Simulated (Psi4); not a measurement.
C2H5 (SMILES [CH2]C), doublet, at a GFN2-xTB geometry; Psi4 with TPSS/STO-3G.

The Psi4 input:
```
memory 2 GB

molecule mol {
0 2
  C     0.776639   -0.108025   -0.026089
  C    -0.679178    0.098557    0.005015
  H     1.445869    0.690591    0.226322
  H     1.184905   -1.087008   -0.181906
  H    -1.085918   -0.072996    1.012042
  H    -0.938840    1.121188   -0.267949
  H    -1.190783   -0.594965   -0.662065
}

set basis sto-3g
set reference uks
set dft_radial_points 50

energy('tpss')
print_variables()
```

It wrote (shortened):

```
   => Loading Basis Set <=

    Name: STO-3G
    Role: ORBITAL
    Keyword: BASIS

         ---------------------------------------------------------
                                   SCF
               by Justin Turney, Rob Parrish, Andy Simmonett
                          and Daniel G. A. Smith
                              UKS Reference
         ---------------------------------------------------------

  ==> Geometry <==

    Molecular point group: c1
    Full point group: C1

    Geometry (in Angstrom), charge = 0, multiplicity = 2:

       Center              X                  Y                   Z               Mass
    ------------   -----------------  -----------------  -----------------  -----------------
         C            0.756659431877    -0.106084119908    -0.021768808847    12.000000000000
         C           -0.699157568123     0.100497880092     0.009335191153    12.000000000000
         H            1.425889431877     0.692531880092     0.230642191153     1.007825032230
         H            1.164925431877    -1.085067119908    -0.177585808847     1.007825032230
         H           -1.105897568123    -0.071055119908     1.016362191153     1.007825032230
         H           -0.958819568123     1.123128880092    -0.263628808847     1.007825032230
         H           -1.210762568123    -0.593024119908    -0.657744808847     1.007825032230

  Running in c1 symmetry.

  Rotational constants: A =      3.47324  B =      0.77754  C =      0.71927 [cm^-1]
  Rotational constants: A = 104125.03127  B =  23309.96441  C =  21563.15848 [MHz]
  Nuclear repulsion =   37.277057268341991

  Charge       = 0
  Multiplicity = 2
  Electrons    = 17
  Nalpha       = 9
  Nbeta        = 8

  ==> Algorithm <==

  SCF Algorithm Type is DF.
  DIIS enabled.
  MOM disabled.
  Fractional occupation disabled.
  Guess Type is SAD.
  Energy threshold   = 1.00e-06
  Density threshold  = 1.00e-06
  Integral threshold = 1.00e-12

  ==> Primary Basis <==

  Basis Set: STO-3G
    Blend: STO-3G
    Number of shells: 11
    Number of basis functions: 15
    Number of Cartesian functions: 15
    Spherical Harmonics?: true
    Max angular momentum: 1

  ==> DFT Potential <==

   => LibXC <=

    Version 7.1.2
    S. Lehtola, C. Steigemann, M. J. T. Oliveira, and M. A. L. Marques,  SoftwareX 7, 1–5 (2018) (10.1016/j.softx.2017.11.002)

   => Composite Functional: TPSS <=

    TPSS Meta-GGA XC Functional

    J. Tao, et al., Phys. Rev. Lett., 91, 146401, 2003

    Deriv               =              1
    GGA                 =           TRUE
    Meta                =           TRUE

    Exchange Hybrid     =          FALSE
    MP2 Hybrid          =          FALSE

   => Exchange Functionals <=

    1.0000   XC_MGGA_X_TPSS

   => Correlation Functionals <=

    1.0000   XC_MGGA_C_TPSS

   => LibXC Density Thresholds  <==

    XC_MGGA_C_TPSS:  1.00E-15
    XC_MGGA_X_TPSS:  1.00E-15

   => Molecular Quadrature <=

    Radial Scheme          =       TREUTLER
    Pruning Scheme         =           NONE
    Nuclear Scheme         =       TREUTLER

    Blocking Scheme        =         OCTREE
    BS radius alpha        =              1
    Pruning alpha          =              1
    Radial Points          =             50
    Spherical Points       =            302
    Total Points           =         102101
    Total Blocks           =            833
    Max Points             =            256
    Max Functions          =             15
    Weights Tolerance      =       1.00E-15

   => Loading Basis Set <=

    Name: (STO-3G AUX)
    Role: JKFIT
    Keyword: DF_BASIS_SCF

  ==> Integral Setup <==

  SCF_SUBTYPE=INCORE selected. In-core MEM_DF algorithm will be used.
  Using in-core AOs.

  ==> MemDFJK: Density-Fitted J/K Matrices <==

    J tasked:                   Yes
    K tasked:                    No
    wK tasked:                   No
    Algorithm:                 Core
    Schwarz Cutoff:           1E-12
    Mask sparsity (%):       0.0000
    Fitting Condition:        1E-10

   => Auxiliary Basis Set <=

  Basis Set: (STO-3G AUX)
    Blend: DEF2-UNIVERSAL-JKFIT
    Number of shells: 80
    Number of basis functions: 240
    Number of Cartesian functions: 278
    Spherical Harmonics?: true
    Max angular momentum: 4

  Minimum eigenvalue in the overlap matrix is 2.1092138743E-01.
  Reciprocal condition number of the overlap matrix is 8.8625786014E-02.
    Using symmetric orthogonalization.

  ==> Pre-Iterations <==

  SCF Guess: Superposition of Atomic Densities via on-the-fly atomic UHF (no occupation information).

   -------------------------
    Irrep   Nso     Nmo
   -------------------------
     A         15      15
   -------------------------
    Total      15      15
   -------------------------

  ==> Iterations <==

                           Total Energy        Delta E     RMS |[F,P]|

   @DF-UKS iter SAD:   -77.03934491571937   -7.70393e+01   0.00000e+00
   @DF-UKS iter   1:   -78.22302632228238   -1.18368e+00   4.00535e-03 DIIS/ADIIS
   @DF-UKS iter   2:   -78.22585565762446   -2.82934e-03   2.71836e-03 DIIS/ADIIS
   @DF-UKS iter   3:   -78.22686329554473   -1.00764e-03   7.04202e-04 DIIS/ADIIS
   @DF-UKS iter   4:   -78.22696428694744   -1.00991e-04   1.15027e-04 DIIS/ADIIS
   @DF-UKS iter   5:   -78.22696886185744   -4.57491e-06   3.84564e-05 DIIS
   @DF-UKS iter   6:   -78.22696920580798   -3.43951e-07   1.04229e-05 DIIS
   @DF-UKS iter   7:   -78.22696922570881   -1.99008e-08   2.32773e-06 DIIS
   @DF-UKS iter   8:   -78.22696922741757   -1.70876e-09   4.75911e-07 DIIS
  Energy and wave function converged.

  ==> Post-Iterations <==

   Electrons on quadrature grid:
      Nalpha   =    9.0000016977 ; deviation = 1.698e-06
      Nbeta    =    8.0000017252 ; deviation = 1.725e-06
      Ntotal   =   17.0000034229 ; deviation = 3.423e-06

   @Spin Contamination Metric:   4.961198973E-03
   @S^2 Expected:                7.500000000E-01
   @S^2 Observed:                7.549611990E-01
   @S   Expected:                5.000000000E-01
   @S   Observed:                5.000000000E-01

    Orbital Energies [Eh]
    ---------------------

    Alpha Occupied:

       1A     -9.830387     2A     -9.789789     3A     -0.666607
       4A     -0.526372     5A     -0.379725     6A     -0.341880
       7A     -0.308430     8A     -0.285861     9A     -0.098385

    Alpha Virtual:

      10A      0.384410    11A      0.388291    12A      0.429993
      13A      0.468091    14A      0.490187    15A      0.562782

    Beta Occupied:

       1A     -9.831703     2A     -9.773541     3A     -0.650923
       4A     -0.502441     5A     -0.374204     6A     -0.329783
       7A     -0.300317     8A     -0.282620

    Beta Virtual:

       9A      0.045805    10A      0.396217    11A      0.439994
      12A      0.445468    13A      0.480491    14A      0.526526
      15A      0.599305

    Final Occupation by Irrep:
              A
    DOCC [     8 ]
    SOCC [     1 ]
    NA   [     9 ]
    NB   [     8 ]

  @DF-UKS Final Energy:   -78.22696922741757

   => Energetics <=

    Nuclear Repulsion Energy =             37.2770572683419914
    One-Electron Energy =                -177.9523323268342665
    Two-Electron Energy =                  75.2262760883201338
    DFT Exchange-Correlation Energy =     -12.7779702572454283
    Empirical Dispersion Energy =           0.0000000000000000
    VV10 Nonlocal Energy =                  0.0000000000000000
    Total Energy =                        -78.2269692274175696

  UHF NO Occupations:
  HONO-2 :    7  A 1.9995762
  HONO-1 :    8  A 1.9985694
  HONO-0 :    9  A 1.0000000
  LUNO+0 :   10  A 0.0014306
  LUNO+1 :   11  A 0.0004238
  LUNO+2 :   12  A 0.0003959
  LUNO+3 :   13  A 0.0002039

Computation Completed

Properties will be evaluated at   0.000000,   0.000000,   0.000000 [a0]

Properties computed using the SCF density matrix

 Multipole Moments:

 ------------------------------------------------------------------------------------
     Multipole            Electronic (a.u.)      Nuclear  (a.u.)        Total (a.u.)
 ------------------------------------------------------------------------------------

 L = 1.  Multiply by 2.5417464519 to convert [e a0] to [Debye]
 Dipole X            :          0.5779578           -0.6418524           -0.0638946
 Dipole Y            :         -0.0596897            0.0623552            0.0026655
 Dipole Z            :         -0.1095497            0.1387876            0.0292379
 Magnitude           :                                                    0.0703170

 ------------------------------------------------------------------------------------

  Variable Map:
  ----------------------------------------------------------------------------
  "CURRENT ENERGY"              =>     -78.226969227418
  "CURRENT REFERENCE ENERGY"    =>     -78.226969227418
  "DD SOLVATION ENERGY"         =>       0.000000000000
  "DFT FUNCTIONAL TOTAL ENERGY" =>     -78.226969227418
  "DFT TOTAL ENERGY"            =>     -78.226969227418
  "DFT VV10 ENERGY"             =>       0.000000000000
  "DFT XC ENERGY"               =>     -12.777970257245
  "GRID ELECTRONS ALPHA"        =>       9.000001697747
  "GRID ELECTRONS BETA"         =>       8.000001725195
  "GRID ELECTRONS TOTAL"        =>      17.000003422942
  "NUCLEAR REPULSION ENERGY"    =>      37.277057268342
  "ONE-ELECTRON ENERGY"         =>    -177.952332326834
  "PCM POLARIZATION ENERGY"     =>       0.000000000000
  "PE ENERGY"                   =>       0.000000000000
  "SCF ITERATION ENERGY"        =>     -78.226969227418
  "SCF ITERATIONS"              =>       8.000000000000
  "SCF TOTAL ENERGY"            =>     -78.226969227418
  "TWO-ELECTRON ENERGY"         =>      75.226276088320
  "XC GRID RADIAL POINTS"       =>      50.000000000000
  "XC GRID SPHERICAL POINTS"    =>     302.000000000000
  "XC GRID TOTAL POINTS"        =>  102101.000000000000

  Array Variable Map:
  ----------------------------------------------------------------------------
  "CURRENT DIPOLE"              =>      -0.063894612863 ... 0.029237896986 1 by 3
  "SCF DIPOLE"                  =>      -0.063894612863 ... 0.029237896986 1 by 3
  "SCF TOTAL ENERGIES"          =>     -77.039344915719 ... -78.226969227418 1 by 9
```
